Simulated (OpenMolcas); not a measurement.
## W3+: moving or changing the point charges

W3+ among 6 point charges of -1 e arranged as an octahedron (Oh), 1.81 Å from the ion.
```
   1.8100    0.0000    0.0000  -1.00
   0.0000    1.8100    0.0000  -1.00
  -1.8100    0.0000    0.0000  -1.00
   0.0000   -1.8100    0.0000  -1.00
   0.0000    0.0000    1.8100  -1.00
   0.0000    0.0000   -1.8100  -1.00
```

* Program: OpenMolcas
* Method: CASSCF
* Basis: ANO-RCC-VTZP [8s7p5d3f2g1h]
* Scalar Hamiltonian: DKH2, point nucleus
* Active space: 3 electrons in 5 orbitals (5d)
* State averaging: 2S+1 = 4 even, 10 roots; 2S+1 = 2 even, 40 roots
* Spin-orbit coupling: state interaction with AMFI integrals over the reference wave functions

Runs around this geometry, states (labels of O, the rotations of Oh). Energies in cm-1 above the lowest state or level, χT in cm3 K/mol; 10Dq and B are least-squares fits to the states below 45000 cm-1, weighted by degeneracy, with a free offset, and given where the rms deviation is under 5 % of |10Dq| (or 100 cm-1) and under 700 cm-1.

```csv
R (Å),q (e),Ground state,First state of that spin,10Dq,B (rms of fit),First gap with spin-orbit (degeneracies),χT at 300 K,First state of another spin
1.81,-0.5,4A2,4T2 6973,7195,752 (92),"6321 (4, 4)",0.455,2E 14097
1.81,-1,4A2,4T2 14211,14702,718 (227),"10938 (4, 4)",0.961,2E 13775
1.98,-1,4A2,4T2 9505,9888,749 (169),"8225 (4, 4)",0.665,2E 14036
```

Taking |10Dq| as R^-n, n = -ln(9888 / 14702) / ln(1.98 / 1.81) = 4.4 between the shortest and longest distance. The point-charge formula for a cubic d site gives n = 5.

Scaling the charges by -0.5 / -1 = 0.50 scales |10Dq| by 7195 / 14702 = 0.49; with fixed orbitals a first-order splitting would follow the charge.

Without dynamic correlation the repulsion within the d shell is too large (B by tens of per cent), so at a given field states of lower spin stand too high. This field is weak: 10Dq is about 7195 cm-1, while octahedral complexes of 5d ions of charge 3 and more, computed by the same method with explicit ligands, had a median near 35000 cm-1. Ground spin and moment need not be those of a real site (figures for R = 1.81, q = -0.5; the like holds for R = 1.81, q = -1, R = 1.98, q = -1). This is an electrostatic model: the charges have no orbitals. No measured value stands beside these numbers.
